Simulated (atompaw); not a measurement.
## Reading a pseudo-wave (hydrogen)

Columns: radius, all-electron u(r) and pseudo u(r) of the 1s shell (level -6.35 eV) of hydrogen in the configuration 1s1; LDA (PW92), non-relativistic, PAW (atompaw) scheme, atompaw 4.2.0.5.

| r (bohr) | all-electron | pseudo |
| --- | --- | --- |
| 0.038 | 0.0677 | 0.0468 |
| 0.077 | 0.1320 | 0.0943 |
| 0.115 | 0.1898 | 0.1395 |
| 0.154 | 0.2444 | 0.1846 |
| 0.192 | 0.2934 | 0.2271 |
| 0.231 | 0.3395 | 0.2695 |
| 0.269 | 0.3806 | 0.3095 |
| 0.308 | 0.4192 | 0.3495 |
| 0.346 | 0.4534 | 0.3872 |
| 0.385 | 0.4853 | 0.4245 |
| 0.423 | 0.5135 | 0.4589 |
| 0.462 | 0.5396 | 0.4916 |
| 0.500 | 0.5625 | 0.5206 |
| 0.538 | 0.5830 | 0.5465 |
| 0.577 | 0.6018 | 0.5701 |
| 0.615 | 0.6180 | 0.5905 |
| 0.654 | 0.6326 | 0.6096 |
| 0.692 | 0.6451 | 0.6271 |
| 0.731 | 0.6561 | 0.6438 |
| 0.769 | 0.6653 | 0.6584 |
| 0.808 | 0.6732 | 0.6706 |
| 0.846 | 0.6795 | 0.6791 |
| 0.885 | 0.6847 | 0.6847 |
| 0.923 | 0.6886 | 0.6886 |
| 0.962 | 0.6915 | 0.6915 |
| 1.000 | 0.6933 | 0.6933 |

Question: How many radial nodes do the two functions have?

Answer: The all-electron 1s function has n − l − 1 = 0; the pseudo-wave has 0.

Question: At about which radius was the pseudo-wave matched?

Answer: 0.90 bohr. The columns agree to 0.0005 from 0.85 bohr on; several derivatives are matched, so the curves merge somewhat inside the radius.

Question: Is the pseudo-wave norm-conserving?

Answer: No, it belongs to a PAW set: the norm inside the radius is not constrained, and the difference is carried by the augmentation charge.
